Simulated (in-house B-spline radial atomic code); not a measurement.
Configurations of V³⁺, with energies counted from [Ar] 3d2. Method: non-relativistic SCAN, spin-polarised, spherical fractional occupations, point nucleus. Calculated with an all-electron radial atomic-structure program (B-spline basis). Shells without spins written out take the highest spin.

Occupations are held fixed; configurations that lie above the ionisation limit could autoionise.

```csv
configuration,E - E(ref) (eV),highest orbital,its <r> (bohr)
[Ar] 3d1 4d1,26.991,4d up,3.492
[Ar] 3d1 4f1,32.799,4f up,4.333
[Ne] 3s2 3p5 3d3,37.263,3d up,1.142
[Ne] 3s2 3p5 3d2 4s1,50.668,4s up,2.408
[Ne] 3s2 3p5 3d2 4p1,57.137,4p up,2.712
[Ne] 3s2 3p5 3d2 4d1,66.013,4d up,3.446
```

Task: Order these further configurations by energy, lowest first.
A. [Ar] 3d(1 up, 0 down) 4f(0 up, 1 down)
B. [Ne] 3s2 3p(3 up, 2 down) 3d(2 up, 0 down) 4p(0 up, 1 down)
C. [Ar] 3d1 4p1
D. [Ar] 3d(1 up, 1 down)
E. [Ar] 3d(0 up, 1 down) 4s(0 up, 1 down)

Result: D (1.4842 eV), E (11.907 eV), C (18.251 eV), A (32.947 eV), B (57.989 eV).

Task: How far above the reference does [Ne] 3s2 3p(2 up, 3 down) 3d(1 up, 2 down) lie?

Result: 41.758 eV; its least bound orbital is 3d up with <r> = 1.182 bohr.

Task: How far above the reference does [Ne] 3s2 3p5 3d2 4f1 lie?

Result: 71.964 eV; its least bound orbital is 4f up with <r> = 4.284 bohr.
